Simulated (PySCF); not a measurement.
Cd(Cl)(Me), CH3CdCl, SMILES [Cd]([Cl])[CH3], B3LYP/def2-SVP optimised geometry.

```
6

Cd     0.09     0.17     0.00
Cl     2.40     0.17     0.00
C     -2.03     0.18     0.00
H     -2.39     0.55     0.97
H     -2.40    -0.84    -0.17
H     -2.39     0.84    -0.80
```

Density from B3LYP/def2-TZVP, def2 effective core potentials past Kr run with PySCF at that geometry. The core electrons that the potentials of Cd replace are not part of the density.

Minimum of the electron density along straight lines between bonded atoms, close to the bond critical point (lines longer than 1.1 times the sum of covalent radii, or with two minima, are not listed):

```csv
bond,length / Å,ρ at the minimum / e bohr⁻³,∇²ρ there / e bohr⁻⁵,position (fraction from the first atom)
Cd1–Cl2,2.317,___,___,0.48
Cd1–C3,2.116,___,0.17,0.53
C3–H4,1.099,0.270,-0.90,0.64
C3–H5,1.099,0.270,-0.90,0.64
C3–H6,1.099,0.270,-0.90,0.64
```

Problem. Complete the blanks.

Solution. 
- Cd1–Cl2, ρ at the minimum / e bohr⁻³: 0.084
- Cd1–Cl2, ∇²ρ there / e bohr⁻⁵: 0.25
- Cd1–C3, ρ at the minimum / e bohr⁻³: 0.103
